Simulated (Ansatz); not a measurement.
Born–Oppenheimer molecular dynamics of ClH9Si4 (14 atoms, charge 0, multiplicity 1). It starts from a relaxed structure.

The calculation used RKS r2SCAN-D4/STO-3G (Ansatz 0.2.0).

* ensemble: NVT, Nosé–Hoover chain
* time step: 0.5 fs
* steps asked: 105
* set temperature: 3000 K
* thermostat: time constant 100 fs, chain length 3 (defaults)
* seed: 105319

First frame:

```xyz
14
Properties=species:S:1:pos:R:3
Si 0.010 -0.058 -0.086
Cl 0.049 -0.301 2.040
Si 2.168 0.063 -0.762
H 2.889 -1.143 -0.423
H 2.203 0.222 -2.200
H 2.839 1.195 -0.165
Si -1.123 1.861 -0.495
H -2.481 1.780 -0.007
H -0.469 2.992 0.123
H -1.167 2.087 -1.924
Si -1.051 -1.875 -0.924
H -2.399 -1.975 -0.411
H -1.121 -1.758 -2.364
H -0.337 -3.090 -0.602
```

(1) How far do the bonds stretch over the last three quarters of this one trajectory? (Pairs bonded in most of those frames.)

Answers

(1) 
| bond | mean (Å) | spread (Å) | shortest | longest |
| --- | --- | --- | --- | --- |
| Si1–Cl2 | 2.169 | 0.107 | 2.06 | 2.35 |
| Si1–Si3 | 2.300 | 0.046 | 2.20 | 2.35 |
| Si1–Si7 | 2.304 | 0.107 | 2.17 | 2.44 |
| Si1–Si11 | 2.331 | 0.087 | 2.19 | 2.43 |
| Si3–H4 | 1.501 | 0.111 | 1.30 | 1.66 |
| Si3–H5 | 1.472 | 0.057 | 1.38 | 1.56 |
| Si3–H6 | 1.465 | 0.062 | 1.37 | 1.56 |
| Si7–H8 | 1.462 | 0.035 | 1.40 | 1.52 |
| Si7–H9 | 1.450 | 0.035 | 1.40 | 1.50 |
| Si7–H10 | 1.457 | 0.018 | 1.42 | 1.48 |
| Si11–H12 | 1.454 | 0.016 | 1.43 | 1.48 |
| Si11–H13 | 1.460 | 0.025 | 1.42 | 1.50 |
| Si11–H14 | 1.463 | 0.042 | 1.39 | 1.54 |

Mean temperature of the second half: 1537 K. The conserved energy stayed within 0.81 meV per atom of its start (net change 0.41 meV per atom), so the integration is sound. The mean temperature of the second half is 49 % below the set value. A run of 0.052 ps of so small a system gives no equilibrium averages. Limits of this set-up: minimal basis.

Run time: 12 min on 1 thread of Intel(R) Xeon(R) Platinum 8175M CPU @ 2.50GHz (Skylake/Cascade Lake) (shared host), peak memory 0.17 GiB.
